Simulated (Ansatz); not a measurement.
`C1=CS[SiH2]1` and `FC1=CS[SiH2]1` differ in one atom or group.

Ansatz, PBE0-D4/def2-TZVP geometries, multiplicity 1. 

| property | `C1=CS[SiH2]1` |
| --- | --- |
| LUMO energy (PBE0/def2-TZVPP) / eV | -0.63 |
| HOMO–LUMO gap (B3LYP/def2-TZVPP) / eV | 5.50 |
| HOMO–LUMO gap (PBE/def2-TZVPP) / eV | 3.90 |
| HOMO energy (B3LYP/def2-TZVPP) / eV | -6.32 |
| LUMO energy (B3LYP/def2-TZVPP) / eV | -0.82 |
| size of the dipole moment (B3LYP/def2-TZVPP) / D | 1.31 |

(1) Give the same properties after the change, and the shifts. (An estimate is asked.)

Answers

(1) Ansatz gave: 
```csv
property,`FC1=CS[SiH2]1`,shift
LUMO energy (PBE0/def2-TZVPP) / eV,-0.64,-0.01
HOMO–LUMO gap (B3LYP/def2-TZVPP) / eV,5.42,-0.08
HOMO–LUMO gap (PBE/def2-TZVPP) / eV,3.78,-0.12
HOMO energy (B3LYP/def2-TZVPP) / eV,-6.25,0.07
LUMO energy (B3LYP/def2-TZVPP) / eV,-0.83,-0.01
size of the dipole moment (B3LYP/def2-TZVPP) / D,0.64,-0.67
```

Dipoles are sizes alone; their direction can turn.

B3LYP here is the variant with VWN-RPA as its local correlation; programs differ in this.
